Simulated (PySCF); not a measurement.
Pb(F)(OMe) (CH₃FOPb), SMILES C[O][Pb][F] (connectivity only; charge and spin as stated), neutral, multiplicity 1.

Geometry: B3LYP-D3(BJ)/def2-SVP. A frequency run showed that this geometry is not a minimum. The def2 effective core potentials stand for the cores of Pb; spin–orbit coupling is left out. Other conformers were not sampled.

These are HF/def2-TZVPD (PySCF) values and carry that method's errors.

Isolated molecule, no solvent.

```yaml
total_energy: -405.87671 hartree
point_group: Cs
highest_occupied_level: -10.75 eV
lowest_empty_level: -0.09 eV
orbital_gap: 10.66 eV
dipole_moment: 4.00 D
quadrupole, principal values (traceless, Buckingham form, about the centre of nuclear charge): -12.87, 3.94, 8.92 D·Å
mean_static_polarisability: 53.7 bohr³ (7.95 Å³)
polarisability_principal_values: 44.1, 50.5, 66.3 bohr³
```
